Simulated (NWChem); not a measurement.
System: SiN2H4, singlet; SMILES N[Si]N

```xyz
7

Si     0.0000     0.0000    -0.6535
N      1.3245     0.0000     0.4565
H      1.2910     0.0000     1.4721
H      2.2784     0.0000     0.1144
N     -1.3245     0.0000     0.4565
H     -2.2784     0.0000     0.1144
H     -1.2910     0.0000     1.4721
```
Atoms are numbered in this order, from 1.

Results from NWChem. Low-valent species are run as closed-shell singlets; no triplet was tried in these runs. The geometry was optimised at PBE0/def2-SVP. Level: PBE0/def2-SVP with SMD (1 M gas to 1 M solution), gas-phase geometry. Reactions with the solvent are ignored.

For solvent water:

- solvation free energy (kcal/mol) = -4.2
- cavity-dispersion-structure term (kcal/mol) = 2.7
- dipole in solution (D) = 3.24

Task: How do the values read with solvent n-hexane instead?

Result: The solvation free energy (kcal/mol) is -2.5 and the cavity-dispersion-structure term (kcal/mol) comes out as 0.6. The dipole in solution (D) comes out as 2.76.
